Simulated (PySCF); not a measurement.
Some computed properties have been withheld. Give your best values.

C₅H₁₁B.
SMILES: `CB1CCCC1`

```tsv
property	level	value
rotational constants A, B, C	PBE0-D3(BJ)/def2-SVP	6.211, 2.777, 2.078 GHz
dipole moment	CAM-B3LYP/def2-SVPD	?
HOMO energy	CAM-B3LYP/def2-SVPD	?
LUMO energy	CAM-B3LYP/def2-SVPD	0.89 eV
lowest singlet excitation	TDDFT CAM-B3LYP/def2-SVPD	?
strongest line among the 6 lowest singlet transitions	TDDFT CAM-B3LYP/def2-SVPD	?
static isotropic polarisability	CAM-B3LYP/def2-SVPD	71.5 au
electronic spatial extent ⟨r²⟩ about the centre of nuclear charge	CAM-B3LYP/def2-SVPD	?
```

The electronic properties come from PySCF, for the isolated species, density fitting. Isolated species at its PBE0-D3(BJ)/def2-SVP geometry (one conformer only).

Task: What is the strongest line among the 6 lowest singlet transitions?

Result: S4 at 7.95 eV (156 nm, f = 0.030).

Task: Give the electronic spatial extent ⟨r²⟩ about the centre of nuclear charge.

Result: 663 bohr².

Task: What is the lowest singlet excitation?

Result: 6.02 eV (206 nm, f = 0.000).

Task: The dipole moment?

Result: 0.22 D.

Task: Give the HOMO energy.

Result: -9.32 eV.

With B = h/(8π²I), that is 505.379 GHz u Å² over I, the principal moments of inertia are 81.4, 182.0 and 243.2 u Å² (most abundant isotopes). No computed singlet falls in the visible range (750 to 380 nm, 1.65 to 3.26 eV); S1 lies 2.76 eV above its blue end. The principal polarisabilities are 61.7, 72.5 and 80.2 au; their mean is the isotropic value.
